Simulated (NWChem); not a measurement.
System: C2H4MgO3

Parts of the log:

```
             Northwest Computational Chemistry Package (NWChem) 7.3.0
             --------------------------------------------------------

                             Geometry "geometry" -> ""
                             -------------------------

 Output coordinates in angstroms (scale by  1.889725989 to convert to a.u.)

  No.       Tag          Charge          X              Y              Z
 ---- ---------------- ---------- -------------- -------------- --------------
    1 Mg                  12.0000    -0.00483371    -1.15839527    -0.03239565
    2 O                    8.0000    -0.02651471    -2.92934127    -0.09717765
    3 H                    1.0000    -0.40458471    -3.79585127    -0.20755065
    4 C                    6.0000     0.03982229     2.68439773     0.06888535
    5 C                    6.0000     0.01506029     1.18926973     0.05267935
    6 O                    8.0000     1.10197029     0.53270273     0.01700535
    7 O                    8.0000    -1.08408471     0.55797873     0.04578535
    8 H                    1.0000    -0.98117771     3.09355773     0.30776835
    9 H                    1.0000     0.82163229     3.03465873     0.80177635
   10 H                    1.0000     0.36187229     3.03565173    -0.96753865

 Effective nuclear repulsion energy (a.u.)     262.6354339657

                                Z-matrix (autoz)
                                --------

 Units are Angstrom for bonds and degrees for angles

[...]

      ----------------------
      Optimization converged
      ----------------------

  Step       Energy      Delta E   Gmax     Grms     Xrms     Xmax
  ---- ---------------- -------- -------- -------- -------- --------
@   64    -503.77599236 -1.1D-09  0.00000  0.00000  0.00001  0.00005
                                     ok       ok       ok       ok

                                Z-matrix (autoz)
                                --------

 Units are Angstrom for bonds and degrees for angles

[...]

 Rotational Constants
 --------------------
 A=   0.405003 cm-1  (  0.582696 K)
 B=   0.051563 cm-1  (  0.074186 K)
 C=   0.046134 cm-1  (  0.066376 K)

 Temperature                      =   298.15K
 frequency scaling parameter      =   1.0000

 Zero-Point correction to Energy  =   40.190 kcal/mol  (  0.064046 au)
 Thermal correction to Energy     =   44.900 kcal/mol  (  0.071553 au)
 Thermal correction to Enthalpy   =   45.493 kcal/mol  (  0.072497 au)

 Total Entropy                    =   84.813 cal/mol-K
   - Translational                =   39.700 cal/mol-K (mol. weight = 100.0011)
   - Rotational                   =   26.906 cal/mol-K (symmetry #  =        1)
   - Vibrational                  =   18.207 cal/mol-K

 Cv (constant volume heat capacity) =   23.774 cal/mol-K
   - Translational                  =    2.979 cal/mol-K
   - Rotational                     =    2.979 cal/mol-K
   - Vibrational                    =   17.815 cal/mol-K

[normal modes left out]

 ----------------------------------------------------------------------------
 Normal Eigenvalue ||           Projected Infra Red Intensities
  Mode   [cm**-1]  || [atomic units] [(debye/angs)**2] [(KM/mol)] [arbitrary]
 ------ ---------- || -------------- ----------------- ---------- -----------
    1      -28.096 ||    0.001541           0.036         1.502       0.301
    2       -0.000 ||    0.000000           0.000         0.000       0.000
    3       -0.000 ||    0.000138           0.003         0.135       0.027
    4       -0.000 ||    0.000520           0.012         0.507       0.101
    5        0.000 ||    0.000222           0.005         0.216       0.043
    6        0.000 ||    0.000339           0.008         0.331       0.066
    7        0.000 ||    0.000041           0.001         0.040       0.008
    8       81.335 ||    0.006493           0.150         6.330       1.267
    9      126.608 ||    0.025057           0.578        24.427       4.888
   10      165.288 ||    0.168467           3.887       164.230      32.867
   11      173.788 ||    0.128848           2.973       125.607      25.138
   12      213.432 ||    0.026738           0.617        26.066       5.216
   13      292.074 ||    0.030512           0.704        29.744       5.953
   14      362.995 ||    0.019750           0.456        19.253       3.853
   15      482.373 ||    0.000007           0.000         0.007       0.001
   16      625.365 ||    0.010348           0.239        10.088       2.019
   17      727.621 ||    0.015044           0.347        14.665       2.935
   18      836.212 ||    0.169049           3.900       164.797      32.981
   19      993.792 ||    0.002909           0.067         2.836       0.568
   20     1017.300 ||    0.006389           0.147         6.228       1.246
   21     1059.967 ||    0.013017           0.300        12.690       2.540
   22     1354.613 ||    0.002040           0.047         1.988       0.398
   23     1424.765 ||    0.052726           1.216        51.400      10.287
   24     1443.879 ||    0.015452           0.356        15.063       3.015
   25     1552.117 ||    0.288298           6.651       281.047      56.246
   26     1634.917 ||    0.439233          10.133       428.186      85.693
   27     3082.358 ||    0.000065           0.001         0.063       0.013
   28     3177.026 ||    0.000774           0.018         0.754       0.151
   29     3219.372 ||    0.001506           0.035         1.468       0.294
   30     4079.258 ||    0.112181           2.588       109.359      21.886
 ----------------------------------------------------------------------------

 ===============================================================================
      Negative Nuclear Hessian Mode    1  Eigenvalue =    -28.10 cm**(-1)
 -------------------------------------------------------------------------------
   Raw step length:  0.504 angstroms ;  The Raw step for this mode is:
    1 Mg                  12.0000    -0.00105740     0.00010045    -0.00007653
    2 O                    8.0000    -0.00168282     0.00033527    -0.00562530
    3 H                    1.0000    -0.00151774     0.00063483    -0.01662215
    4 C                    6.0000    -0.00211428     0.00013955    -0.00804901
    5 C                    6.0000     0.00377440    -0.00036453     0.00848434
    6 O                    8.0000     0.00296329    -0.00179901     0.03194041
    7 O                    8.0000     0.00260793     0.00126733    -0.01989729
    8 H                    1.0000     0.05324727    -0.01408169     0.24448505
    9 H                    1.0000     0.19132359     0.02604863    -0.22604468
   10 H                    1.0000    -0.29936680    -0.00919626    -0.10703589

  Geometry after  100.0% step for mode  1; Step length =  0.504 angstroms
   Maximum component (any atom: x,y, or z) displacement:  0.566
    1 Mg                  12.0000    -0.04028212    -1.15728892    -0.05334128
    2 O                    8.0000     0.00624796    -2.93040581    -0.12778476
    3 H                    1.0000    -0.39401326    -3.79355409    -0.16774816
    4 C                    6.0000     0.04468309     2.68417273     0.06269856
    5 C                    6.0000     0.00890882     1.18924224     0.04478275
    6 O                    8.0000     1.08724842     0.52050902     0.03531062
    7 O                    8.0000    -1.09849463     0.57082455     0.00044810
    8 H                    1.0000    -0.88488142     3.08410467     0.55752443
    9 H                    1.0000     0.99617474     3.04319439     0.56601811
   10 H                    1.0000     0.06174773     3.03691508    -1.02711195

  Geometry after -100.0% step for mode  1; Step length =  0.504 angstroms
   Maximum component (any atom: x,y, or z) displacement:  0.566
    1 Mg                  12.0000    -0.03816732    -1.15748982    -0.05318823
    2 O                    8.0000     0.00961359    -2.93107634    -0.11653416
    3 H                    1.0000    -0.39097778    -3.79482375    -0.13450387
    4 C                    6.0000     0.04891166     2.68389364     0.07879659
    5 C                    6.0000     0.00136001     1.18997129     0.02781406
    6 O                    8.0000     1.08132184     0.52410704    -0.02857021
    7 O                    8.0000    -1.10371050     0.56828990     0.04024268
    8 H                    1.0000    -0.99137595     3.11226806     0.06855432
    9 H                    1.0000     0.61352756     2.99109714     1.01810747
   10 H                    1.0000     0.66048133     3.05530760    -0.81304017

  Geometry after   50.0% step for mode  1; Step length =  0.252 angstroms
   Maximum component (any atom: x,y, or z) displacement:  0.283
    1 Mg                  12.0000    -0.03975342    -1.15733915    -0.05330302
    2 O                    8.0000     0.00708937    -2.93057344    -0.12497211
    3 H                    1.0000    -0.39325439    -3.79387151    -0.15943709
    4 C                    6.0000     0.04574024     2.68410296     0.06672307
    5 C                    6.0000     0.00702161     1.18942450     0.04054058
    6 O                    8.0000     1.08576678     0.52140853     0.01934041
    7 O                    8.0000    -1.09979860     0.57019089     0.01039674
    8 H                    1.0000    -0.91150506     3.09114552     0.43528190
    9 H                    1.0000     0.90051294     3.03017008     0.67904045
   10 H                    1.0000     0.21143113     3.04151321    -0.97359400

  Geometry after  -50.0% step for mode  1; Step length =  0.252 angstroms
   Maximum component (any atom: x,y, or z) displacement:  0.283
    1 Mg                  12.0000    -0.03869602    -1.15743960    -0.05322649
    2 O                    8.0000     0.00877218    -2.93090871    -0.11934681
    3 H                    1.0000    -0.39173665    -3.79450633    -0.14281494
    4 C                    6.0000     0.04785452     2.68396341     0.07477209
    5 C                    6.0000     0.00324721     1.18978903     0.03205623
    6 O                    8.0000     1.08280349     0.52320754    -0.01260001
    7 O                    8.0000    -1.10240653     0.56892356     0.03029403
    8 H                    1.0000    -0.96475232     3.10522721     0.19079685
    9 H                    1.0000     0.70918935     3.00412145     0.90508513
   10 H                    1.0000     0.51079793     3.05070947    -0.86655811

  Geometry after   35.4% step for mode  1; Step length =  0.178 angstroms
   Maximum component (any atom: x,y, or z) displacement:  0.200
    1 Mg                  12.0000    -0.03959854    -1.15735386    -0.05329181
    2 O                    8.0000     0.00733585    -2.93062255    -0.12414817
    3 H                    1.0000    -0.39303209    -3.79396449    -0.15700246
    4 C                    6.0000     0.04604991     2.68408252     0.06790200
    5 C                    6.0000     0.00646878     1.18947789     0.03929788
    6 O                    8.0000     1.08533275     0.52167203     0.01466213
    7 O                    8.0000    -1.10018058     0.57000526     0.01331108
    8 H                    1.0000    -0.91930413     3.09320805     0.39947243
    9 H                    1.0000     0.87248997     3.02635476     0.71214899
   10 H                    1.0000     0.25527908     3.04286018    -0.95791656

  Geometry after  -35.4% step for mode  1; Step length =  0.178 angstroms
   Maximum component (any atom: x,y, or z) displacement:  0.200
    1 Mg                  12.0000    -0.03885089    -1.15742488    -0.05323770
    2 O                    8.0000     0.00852570    -2.93085960    -0.12017074
    3 H                    1.0000    -0.39195895    -3.79441335    -0.14524957
    4 C                    6.0000     0.04754484     2.68398385     0.07359315
    5 C                    6.0000     0.00380004     1.18973564     0.03329893
    6 O                    8.0000     1.08323752     0.52294404    -0.00792173
    7 O                    8.0000    -1.10202455     0.56910918     0.02737970
    8 H                    1.0000    -0.95695325     3.10316468     0.22660633
    9 H                    1.0000     0.73721233     3.00793677     0.87197660
   10 H                    1.0000     0.46694998     3.04936250    -0.88223555

  Geometry after   17.7% step for mode  1; Step length =  0.089 angstroms
   Maximum component (any atom: x,y, or z) displacement:  0.100
    1 Mg                  12.0000    -0.03941163    -1.15737162    -0.05327828
    2 O                    8.0000     0.00763331    -2.93068181    -0.12315382
    3 H                    1.0000    -0.39276380    -3.79407670    -0.15406424
    4 C                    6.0000     0.04642364     2.68405785     0.06932479
    5 C                    6.0000     0.00580160     1.18954233     0.03779814
    6 O                    8.0000     1.08480894     0.52199003     0.00901616
    7 O                    8.0000    -1.10064157     0.56978124     0.01682824
    8 H                    1.0000    -0.92871641     3.09569721     0.35625590
    9 H                    1.0000     0.83867056     3.02175026     0.75210589
   10 H                    1.0000     0.30819680     3.04448576    -0.93899631

  Geometry after  -17.7% step for mode  1; Step length =  0.089 angstroms
   Maximum component (any atom: x,y, or z) displacement:  0.100
    1 Mg                  12.0000    -0.03903781    -1.15740713    -0.05325123
    2 O                    8.0000     0.00822824    -2.93080034    -0.12116510
    3 H                    1.0000    -0.39222724    -3.79430114    -0.14818779
    4 C                    6.0000     0.04717111     2.68400852     0.07217037
    5 C                    6.0000     0.00446723     1.18967120     0.03479867
    6 O                    8.0000     1.08376132     0.52262603    -0.00227576
    7 O                    8.0000    -1.10156356     0.56933320     0.02386254
    8 H                    1.0000    -0.94754097     3.10067552     0.26982285
    9 H                    1.0000     0.77103174     3.01254127     0.83201969
   10 H                    1.0000     0.41403225     3.04773692    -0.90115580
```

Level: PBE0/def2-SVP. The optimisation ended at a saddle point (imaginary frequency).

Problem. Which NWChem input produces such a log?

Solution. One answer among several that fit: the input that was run:
```
start job
memory heap 200 mb stack 900 mb global 1100 mb
geometry units angstroms noautosym
  Mg    -0.028570    -1.157824    -0.219725
  O     -0.050251    -2.928770    -0.284507
  H     -0.428321    -3.795280    -0.394880
  C      0.016086     2.684969    -0.118444
  C     -0.008676     1.189841    -0.134650
  O      1.078234     0.533274    -0.170324
  O     -1.107821     0.558550    -0.141544
  H     -1.004914     3.094129     0.120439
  H      0.797896     3.035230     0.614447
  H      0.338136     3.036223    -1.154868
end
basis spherical
  * library def2-svp
end
dft
  xc pbe0
  grid fine
  iterations 150
end
driver
  maxiter 120
  tight
end
task dft optimize
task dft freq
```
